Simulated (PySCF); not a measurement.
C5H6O, SMILES C#CCC(C)=O. Geometry optimised at r2SCAN-D4/def2-SVP. The values are those of a single conformer.

Question: Give the equilibrium geometry at r2SCAN-D4/def2-SVP (PySCF confirms it by a frequency run) as Cartesian coordinates in Å. (Estimate from the structure and the level; the computed values follow.)

Answer: Several could match; the one computed here: 
```xyz
12

C      2.1843     1.0664     0.9785
C      1.4882     0.2468     0.4124
C      0.6410    -0.7171    -0.2674
C     -0.8537    -0.3583    -0.4191
C     -1.4189     0.6799     0.5102
O     -1.5130    -0.9391    -1.2494
H      2.8055     1.7870     1.4774
H      1.0174    -0.9443    -1.2790
H      0.6564    -1.6816     0.2763
H     -2.5063     0.7440     0.3793
H     -1.1618     0.4462     1.5561
H     -0.9522     1.6557     0.2970
```
Charge 0, spin multiplicity 1.
